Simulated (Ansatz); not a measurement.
A run of Ansatz (development build ahead of 0.2.0) on singlet Be₄ at this shape:

| atom | x (Å) | y (Å) | z (Å) |
| --- | --- | --- | --- |
| Be | 0.8218 | 0.8158 | 0.8089 |
| Be | 0.8076 | -0.8215 | -0.8131 |
| Be | -0.8199 | 0.8060 | -0.8150 |
| Be | -0.8134 | -0.8224 | 0.8169 |

Its results:

| Quantity | Value |
| --- | --- |
| Converged | yes |
| Total energy | -58.31695 hartree |

Forces (eV/Å):
| atom | Fx | Fy | Fz |
| --- | --- | --- | --- |
| Be1 | -0.666 | -0.660 | -0.637 |
| Be2 | -0.622 | 0.638 | 0.625 |
| Be3 | 0.645 | -0.635 | 0.642 |
| Be4 | 0.643 | 0.657 | -0.630 |

Problem. Which input gives this output? Name the method, the orbitals and the basis set, and write the input.

Solution. RHF in 6-31G. An unrestricted run that stays on the closed shell gives the same numbers.

```yaml
crystal:
  periodic: [false, false, false]
  atoms:
    - { symbol: Be, position_ang: [0.82183, 0.81583, 0.80893] }
    - { symbol: Be, position_ang: [0.80763, -0.8215, -0.81309] }
    - { symbol: Be, position_ang: [-0.81987, 0.80597, -0.81501] }
    - { symbol: Be, position_ang: [-0.81338, -0.82244, 0.81694] }
basis:
  gaussian: { orbitals: "6-31G" }
hamiltonian:
  xc: hf
output:
  forces: true
```
